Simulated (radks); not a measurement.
Question: P3+, 12 electrons, occupied as [Ne] 3s2 (the NIST ground configuration). Method: Dirac Kohn-Sham, PBE, spin-unpolarised, spherical densities, point nucleus; computed with a radial shooting solver on a logarithmic mesh with Libxc functionals. Some entries of the table are withheld. Estimate them.

| orbital | occ. | eigenvalue (hartree) | <r> (bohr) | r(max) (bohr) |
|---|---|---|---|---|
| 1s1/2 | 2 | (1) | 0.1036 | 0.06764 |
| 2s1/2 | 2 | (2) | 0.5182 | 0.4183 |
| 2p1/2 | 2 | (3) | (4) | (5) |
| 2p3/2 | 4 | (6) | (7) | (8) |
| 3s1/2 | 2 | -1.67618 | 1.670 | (9) |

Answer: 
(1) 1s1/2 eigenvalue (hartree): -78.04890
(2) 2s1/2 eigenvalue (hartree): -7.80465
(3) 2p1/2 eigenvalue (hartree): -6.01288
(4) 2p1/2 <r> (bohr): 0.4815
(5) 2p1/2 r(max) (bohr): 0.3523
(6) 2p3/2 eigenvalue (hartree): -5.97892
(7) 2p3/2 <r> (bohr): 0.4837
(8) 2p3/2 r(max) (bohr): 0.3540
(9) 3s1/2 r(max) (bohr): 1.474
